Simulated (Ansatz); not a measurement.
Relaxation of ClGeH3 (5 atoms, charge 0, multiplicity 1), to a largest force component of 0.03 eV/Å in at most 50 steps.

The calculation used Ansatz, RKS PBE-D4/def2-TZVP.

```xyz
5
Properties=species:S:1:pos:R:3:forces:R:3
Ge 0.041 0.022 -1.102 0.03 0.01 0.06
H 1.178 0.187 1.396 -1.27 0.75 0.73
H 1.722 -0.139 1.067 1.24 -0.75 -0.78
H -0.740 1.068 -0.143 0.01 -0.01 0.00
Cl -1.241 -1.685 -0.538 -0.01 -0.01 0.00
```

Problem. Where does it end, and by what steps?

Solution. The run converged. After 4 steps the energy has fallen by 0.057 eV; H3 moved furthest, 0.24 Å.

```csv
step,energy less start (eV),largest force component (eV/Å),accepted
0,0.0000,1.265,yes
1,-0.0516,0.293,yes
2,-0.0548,0.107,yes
3,-0.0571,0.032,yes
4,-0.0573,0.012,yes
```

```xyz
5
Properties=species:S:1:pos:R:3
Ge 0.176 0.026 -0.960
H 0.998 0.202 1.252
H 1.560 -0.175 0.888
H -0.632 1.085 -0.043
Cl -1.141 -1.684 -0.457
```

Time of the run: 5.7 s on 2 threads of Arm Neoverse V2, on a shared host, peak memory 0.15 GiB.
